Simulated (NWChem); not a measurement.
MgNH$_{3}$; SMILES [MgH][NH2]

Results from NWChem. Structure relaxed at the PBE0-D3(BJ)/def2-TZVP level. B3LYP is NWChem's, with the RPA form of VWN correlation. Core excitations by TDA in a window of 1s orbitals, non-relativistic and unshifted: absolute energies depend strongly on the exact-exchange share.

What does the run give for N K edge, B3LYP/def2-TZVP? Quantities: first 1s excitation (eV); dipole oscillator strength of the first; first state with f > 0.002 (eV); dipole oscillator strength of that state.


```json
{
 "first 1s excitation (eV)": "385.8",
 "dipole_oscillator_strength_of_the_first": "0.0016",
 "first state with f > 0.002 (eV)": "386.6",
 "dipole_oscillator_strength_of_that_state": "0.0091"
}
```
